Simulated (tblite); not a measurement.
Record of a relaxation.

C5H11GeNS.
Atom-mapped SMILES: `[CH3:1][C:2](=[S:3])[NH:4][CH:5]1[CH2:6][GeH2:7][CH2:8]1` (hydrogens: H9, H10, H11 on C1; H12 on N4; H13 on C5; H14, H15 on C6; H16, H17 on Ge7; H18, H19 on C8)

Computed with GFN2-xTB (tblite), gas phase: L-BFGS steps from a force-field or distance-geometry start until the largest atomic force falls under 0.01 eV/Å. 8 of its 134 geometries are shown.

Step 0: E = -662.3953 eV, largest atomic force 2.952 eV/Å
```
atom  x, y, z in Å  |  force x, y, z in eV/Å
C1     -2.557    0.260   -0.658   -0.129   0.576  -0.056
C2     -1.903   -1.014   -0.259    2.434  -0.529   1.584
S3     -2.708   -2.434   -0.399    0.215  -0.050  -0.001
N4     -0.598   -1.020    0.351   -2.189  -0.137  -0.649
C5      0.203    0.188    0.547    0.032  -0.440  -0.249
C6      1.494   -0.064    1.323    0.509  -0.384   2.007
Ge7     2.677    0.442   -0.131    1.086   0.077  -0.184
C8      0.867    0.639   -0.768   -0.925   0.650  -1.858
H9     -3.523    0.064   -1.176    0.725  -0.043   0.449
H10    -2.774    0.877    0.247    0.253  -0.349  -0.671
H11    -1.913    0.827   -1.352   -0.218  -0.080   0.395
H12    -0.229   -1.946    0.702   -0.730   1.514  -0.685
H13    -0.397    1.004    1.021    0.180  -0.657  -0.374
H14     1.665   -1.122    1.619   -0.498   0.716   0.319
H15     1.604    0.642    2.186   -0.295  -0.999  -0.287
H16     3.381    1.798    0.121    0.065  -0.688  -0.255
H17     3.413   -0.769   -0.752    0.060   0.691   0.207
H18     0.659   -0.059   -1.621   -0.314   0.879   0.597
H19     0.630    1.697   -1.009   -0.262  -0.748  -0.289
```

Step 19: E = -663.1558 eV, largest atomic force 0.092 eV/Å
```
atom  x, y, z in Å  |  force x, y, z in eV/Å
C1     -2.508    0.263   -0.622    0.015  -0.027   0.019
C2     -1.856   -1.010   -0.185   -0.019  -0.004  -0.006
S3     -2.602   -2.465   -0.362   -0.005  -0.013  -0.004
N4     -0.641   -0.957    0.378    0.024   0.021  -0.012
C5      0.204    0.203    0.511    0.026   0.046  -0.002
C6      1.454   -0.095    1.369   -0.003   0.000  -0.007
Ge7     2.666    0.432   -0.124   -0.092   0.000   0.004
C8      0.823    0.661   -0.840    0.021   0.001   0.009
H9     -3.445    0.029   -1.122    0.024   0.024   0.034
H10    -2.715    0.895    0.242    0.005  -0.004  -0.015
H11    -1.863    0.815   -1.305   -0.025  -0.013   0.020
H12    -0.231   -1.853    0.602   -0.004  -0.019  -0.019
H13    -0.393    1.005    0.956   -0.002   0.022  -0.015
H14     1.500   -1.137    1.678    0.008  -0.017   0.002
H15     1.493    0.516    2.267    0.000  -0.008   0.015
H16     3.499    1.669    0.058    0.000   0.031   0.021
H17     3.537   -0.626   -0.743   -0.005  -0.032   0.007
H18     0.545   -0.007   -1.653    0.012   0.006  -0.012
H19     0.524    1.672   -1.110    0.021  -0.014  -0.039
```

Step 38: E = -663.1640 eV, largest atomic force 0.151 eV/Å
```
atom  x, y, z in Å  |  force x, y, z in eV/Å
C1     -2.531    0.270   -0.569   -0.043  -0.014  -0.002
C2     -1.863   -1.010   -0.186    0.026   0.002   0.005
S3     -2.594   -2.471   -0.369   -0.020   0.024  -0.019
N4     -0.632   -0.951    0.337    0.027   0.002   0.018
C5      0.206    0.211    0.471    0.041   0.023  -0.059
C6      1.432   -0.083    1.362   -0.042   0.006   0.038
Ge7     2.683    0.448   -0.093   -0.151  -0.001   0.000
C8      0.859    0.642   -0.873    0.058   0.015  -0.052
H9     -3.499    0.045   -1.005   -0.046   0.021  -0.014
H10    -2.678    0.899    0.310    0.009   0.001  -0.014
H11    -1.931    0.821   -1.293   -0.011  -0.030   0.041
H12    -0.193   -1.846    0.512   -0.018  -0.031  -0.004
H13    -0.398    1.029    0.879    0.026  -0.057   0.015
H14     1.481   -1.132    1.650   -0.003   0.003  -0.002
H15     1.426    0.503    2.278    0.041   0.022   0.014
H16     3.498    1.694    0.104    0.025   0.005  -0.003
H17     3.554   -0.643   -0.654    0.036   0.027  -0.003
H18     0.622   -0.053   -1.679    0.000   0.007   0.043
H19     0.549    1.637   -1.188    0.044  -0.028  -0.002
```

Step 57: E = -663.1787 eV, largest atomic force 0.058 eV/Å
```
atom  x, y, z in Å  |  force x, y, z in eV/Å
C1     -2.658    0.296   -0.373    0.011   0.012   0.001
C2     -1.911   -0.986   -0.196    0.013   0.004  -0.003
S3     -2.627   -2.445   -0.449   -0.014   0.017   0.007
N4     -0.622   -0.947    0.173    0.000  -0.009  -0.024
C5      0.237    0.199    0.319   -0.013   0.003  -0.033
C6      1.365   -0.059    1.345   -0.057   0.009   0.007
Ge7     2.748    0.476    0.020   -0.012   0.012  -0.041
C8      1.028    0.535   -0.977    0.017  -0.017  -0.016
H9     -3.702    0.079   -0.584    0.045  -0.003   0.000
H10    -2.598    0.917    0.521   -0.012  -0.034   0.007
H11    -2.236    0.857   -1.208   -0.012   0.008   0.000
H12    -0.163   -1.850    0.190   -0.002   0.027   0.019
H13    -0.376    1.048    0.623    0.010   0.002   0.010
H14     1.402   -1.105    1.647    0.001  -0.007  -0.013
H15     1.247    0.538    2.245    0.040   0.001   0.038
H16     3.459    1.784    0.239   -0.004  -0.007   0.016
H17     3.763   -0.559   -0.389   -0.007   0.021   0.013
H18     0.907   -0.248   -1.724   -0.001   0.005  -0.003
H19     0.727    1.478   -1.429   -0.002  -0.046   0.013
```

Step 76: E = -663.1876 eV, largest atomic force 0.056 eV/Å
```
atom  x, y, z in Å  |  force x, y, z in eV/Å
C1     -2.731    0.324   -0.178    0.005  -0.016  -0.015
C2     -1.948   -0.949   -0.211   -0.018   0.010   0.000
S3     -2.673   -2.401   -0.487   -0.026   0.020   0.013
N4     -0.625   -0.917   -0.008   -0.037  -0.010  -0.004
C5      0.266    0.199    0.154   -0.021  -0.019  -0.007
C6      1.287   -0.045    1.289   -0.008  -0.002   0.002
Ge7     2.778    0.530    0.112    0.046   0.014  -0.004
C8      1.185    0.417   -1.077    0.008  -0.020   0.023
H9     -3.789    0.091   -0.243   -0.009  -0.013   0.010
H10    -2.543    0.872    0.745   -0.005   0.004  -0.029
H11    -2.466    0.955   -1.028    0.043   0.021   0.029
H12    -0.177   -1.824   -0.051    0.038  -0.023  -0.033
H13    -0.327    1.091    0.356    0.013   0.012  -0.025
H14     1.326   -1.100    1.553   -0.001  -0.021   0.017
H15     1.063    0.515    2.192    0.006  -0.002   0.037
H16     3.356    1.890    0.391   -0.006   0.022  -0.034
H17     3.917   -0.433   -0.110   -0.041   0.036  -0.008
H18     1.193   -0.471   -1.710   -0.002   0.021  -0.003
H19     0.897    1.266   -1.695    0.016  -0.035   0.030
```

Step 95: E = -663.2047 eV, largest atomic force 0.057 eV/Å
```
atom  x, y, z in Å  |  force x, y, z in eV/Å
C1     -2.723    0.373    0.016   -0.011  -0.005  -0.003
C2     -1.986   -0.907   -0.207   -0.031   0.000   0.012
S3     -2.792   -2.323   -0.436   -0.014  -0.015  -0.016
N4     -0.648   -0.914   -0.222    0.020   0.019   0.020
C5      0.288    0.154   -0.006    0.020   0.000  -0.004
C6      1.192   -0.059    1.232   -0.007  -0.017  -0.048
Ge7     2.750    0.638    0.208   -0.036   0.012  -0.005
C8      1.338    0.260   -1.135    0.014  -0.012   0.020
H9     -3.789    0.172   -0.051    0.006   0.043   0.000
H10    -2.506    0.779    1.004    0.025  -0.004   0.003
H11    -2.454    1.119   -0.734    0.003  -0.028   0.007
H12    -0.235   -1.825   -0.382    0.009  -0.011   0.018
H13    -0.263    1.089    0.095    0.015  -0.003  -0.035
H14     1.304   -1.123    1.433   -0.005  -0.026   0.027
H15     0.827    0.418    2.138    0.016   0.012  -0.009
H16     3.101    2.086    0.397    0.010   0.017   0.032
H17     4.016   -0.174    0.164    0.001   0.018   0.019
H18     1.485   -0.716   -1.595    0.004  -0.043  -0.036
H19     1.087    0.962   -1.924   -0.039   0.042  -0.002
```

Step 114: E = -663.2101 eV, largest atomic force 0.014 eV/Å
```
atom  x, y, z in Å  |  force x, y, z in eV/Å
C1     -2.692    0.389    0.057    0.000   0.001  -0.005
C2     -1.995   -0.907   -0.207    0.000   0.005  -0.004
S3     -2.838   -2.300   -0.437    0.002   0.000  -0.003
N4     -0.657   -0.936   -0.259    0.005   0.001  -0.003
C5      0.291    0.123   -0.046    0.006   0.002   0.004
C6      1.169   -0.071    1.212   -0.004  -0.002   0.002
Ge7     2.725    0.667    0.219   -0.010   0.001   0.000
C8      1.360    0.220   -1.156    0.002   0.001   0.002
H9     -3.765    0.231   -0.001    0.002   0.000   0.014
H10    -2.445    0.760    1.052    0.003   0.001  -0.003
H11    -2.407    1.143   -0.676    0.000  -0.005  -0.008
H12    -0.258   -1.852   -0.423   -0.004   0.001  -0.001
H13    -0.250    1.066    0.026    0.004   0.002   0.004
H14     1.295   -1.132    1.427   -0.002  -0.004  -0.004
H15     0.778    0.408    2.106    0.003  -0.004  -0.008
H16     3.000    2.130    0.425    0.001   0.005  -0.004
H17     4.033   -0.078    0.232   -0.003   0.001   0.000
H18     1.541   -0.760   -1.599   -0.001  -0.002   0.012
H19     1.107    0.908   -1.959   -0.004  -0.003   0.004
```

Step 133: E = -663.2115 eV, largest atomic force 0.009 eV/Å
```
atom  x, y, z in Å  |  force x, y, z in eV/Å
C1     -2.680    0.399    0.085    0.003  -0.002   0.000
C2     -2.000   -0.898   -0.217    0.000  -0.001   0.003
S3     -2.858   -2.279   -0.465   -0.002  -0.001  -0.003
N4     -0.663   -0.936   -0.290   -0.003   0.000  -0.003
C5      0.293    0.112   -0.066    0.003  -0.001  -0.003
C6      1.153   -0.080    1.205    0.003   0.001   0.004
Ge7     2.710    0.686    0.237   -0.007  -0.006  -0.001
C8      1.380    0.195   -1.157    0.008   0.002  -0.002
H9     -3.754    0.239    0.110    0.002  -0.003  -0.001
H10    -2.358    0.784    1.053   -0.001   0.007   0.004
H11    -2.452    1.141   -0.680   -0.001  -0.002   0.001
H12    -0.273   -1.852   -0.478   -0.001  -0.004   0.002
H13    -0.238    1.062   -0.008   -0.001   0.004   0.001
H14     1.290   -1.142    1.411    0.000   0.001  -0.006
H15     0.741    0.386    2.097    0.001   0.000  -0.003
H16     2.942    2.158    0.435    0.001   0.007  -0.002
H17     4.036   -0.024    0.272    0.001  -0.002   0.006
H18     1.586   -0.795   -1.563   -0.008   0.001  -0.001
H19     1.133    0.854   -1.986    0.002  -0.002   0.004
```

Task: Summarise the path.

Result: The energy falls by 18.82 kcal/mol from step 0 to step 133; nine tenths of that is first reached at step 9. It falls at every step. The largest force goes from 2.952 to 0.009 eV/Å. Among the bonds C2–N4 changes most, from 1.441 to 1.340 Å; the atoms move by 0.889 Å rms after alignment.

Task: Follow the three bonds and two angles with the largest change from start to end.

Result: 
```
step  E above end (kcal/mol)  largest force (eV/Å)  C2–N4 (Å)  Ge7–C8 (Å)  C6–Ge7 (Å)  H16–Ge7–H17 (°)  Ge7–C6–H15 (°)
   0                   18.82                 2.952      1.441       1.929       1.942            122.3           110.7
   6                    3.03                 0.456      1.346       1.962       1.970            115.1           114.9
  12                    1.53                 0.164      1.338       1.991       1.995            109.0           115.7
  17                    1.31                 0.061      1.341       1.987       1.993            107.8           116.6
  23                    1.24                 0.065      1.340       1.985       1.992            108.1           116.9
  29                    1.21                 0.037      1.340       1.986       1.989            108.9           117.4
  35                    1.16                 0.052      1.339       1.986       1.991            109.7           117.9
  40                    1.03                 0.079      1.340       1.990       1.989            109.0           118.9
  46                    0.92                 0.058      1.340       1.990       1.989            108.1           119.1
  52                    0.84                 0.091      1.341       1.988       1.995            108.3           118.9
  58                    0.74                 0.061      1.341       1.986       1.988            108.6           118.6
  64                    0.70                 0.045      1.340       1.989       1.989            108.6           118.4
  69                    0.65                 0.055      1.340       1.988       1.989            108.5           118.3
  75                    0.57                 0.057      1.339       1.990       1.985            108.3           119.5
  81                    0.45                 0.064      1.339       1.989       1.987            108.4           120.4
  87                    0.33                 0.063      1.339       1.987       1.990            108.4           121.8
  93                    0.18                 0.051      1.338       1.985       1.990            109.2           122.4
  98                    0.11                 0.052      1.340       1.988       1.987            108.6           122.0
 104                    0.07                 0.028      1.339       1.988       1.988            108.8           121.8
 110                    0.04                 0.032      1.339       1.988       1.987            108.8           122.1
 116                    0.03                 0.012      1.340       1.989       1.987            108.7           121.9
 121                    0.02                 0.022      1.339       1.988       1.988            108.9           121.8
 127                    0.01                 0.021      1.340       1.988       1.988            108.8           122.0
 133                    0.00                 0.009      1.340       1.988       1.988            108.8           122.1
```

The cost below is that of the whole relaxation. Time: 4.9 s wall, 3.6 s CPU. Hardware: Intel Xeon at 2.50 GHz, one thread, on a shared host.
